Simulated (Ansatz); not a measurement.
A made-up structure of AlSiH$_{3}$OF (charge -1), singlet:

```tsv
atom	x (Å)	y (Å)	z (Å)
O1	-0.5323	-0.9190	0.2544
Si2	-0.9249	0.6886	-0.4555
F3	2.1777	-1.3763	-0.4801
Al4	1.0080	-0.3231	0.4135
H5	1.5089	-0.5812	1.8252
H6	-1.7727	1.5447	0.2961
H7	-1.2007	0.7425	-1.8474
```

It is relaxed with PBE-D4/def2-SVPD and then PBE0-D4/def2-TZVPD (Ansatz 0.2.0). Atoms count as bonded within 1.22 times the sum of their covalent radii (H–H: 0.88 Å). The end point is not checked to be a true minimum.

Question: Does its bonding change? (A judgement: the text doesn't fix the answer.)

Answer: The calculation gives: No: no bond forms or breaks.

Where it ends: The first stage lowers the energy by 1.08 eV in 8 steps. It ends as AlSiH₃OF ([F][AlH]1[O][SiH2]1), total charge -1:
```
7
angstrom
O -0.6704 -0.8579 0.1518
Si -0.7437 0.7263 -0.4373
F 2.1716 -1.3271 -0.5239
Al 1.0404 -0.5240 0.4438
H 1.5960 -0.4897 1.9516
H -1.8368 1.5080 0.2734
H -1.2931 0.7408 -1.8530
```

Labels in which every atom is bracketed show which atoms are joined, not bond orders.

For scale, one of the runs: PBE0-D4/def2-TZVPD relaxation, 193 basis functions, launched by `ansatz run in.yaml --threads 2 --pin off --events-out ev --progress --plain --max-ram 4352MiB`. Hardware: 2 CPU threads of an Arm Neoverse V2, shared host. Wall time about 46 s.
